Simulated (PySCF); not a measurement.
**Os³⁺: ionisation energy**

Os³⁺ [Xe] 4f14 5d5 [5d3/2^4 5d5/2^1, M_J = 5/2] → Os⁴⁺ [Xe] 4f14 5d4 [5d3/2^4, M_J = 0], as a difference of total energies. All numbers are calculated (PySCF 2.14, the two-component X2C-1e Hamiltonian, in x2c-TZVPPall-2c). "Screened" scales the spin-orbit matrix elements by Boettger's factors to mimic the two-electron term; Breit and QED terms are absent.

```csv
method,ionisation energy (eV)
GHF (spin-free),42.028
GHF (screened spin-orbit),41.256
```

The spin-free rows relax to the high-spin LS determinant and lack the spin-orbit shift.

Errors of the correlated levels include the incompleteness of this basis and the frozen core.

The labels give the starting determinants; with spin-orbit coupling the two ends relaxed to ⟨J²⟩ = 8.76, ⟨L²⟩ = 0.30, ⟨S²⟩ = 8.53 and ⟨J²⟩ = 2.36, ⟨L²⟩ = 5.36, ⟨S²⟩ = 5.35.

The determinant of Os⁴⁺ mixes levels of different J (the jj label is only the starting occupation), so the difference between spin-free and spin-orbit rows is not the physical spin-orbit shift.

For comparison: 41 ± 1.7 eV (theoretical estimate listed by NIST; NIST Atomic Spectra Database, ionization energies).
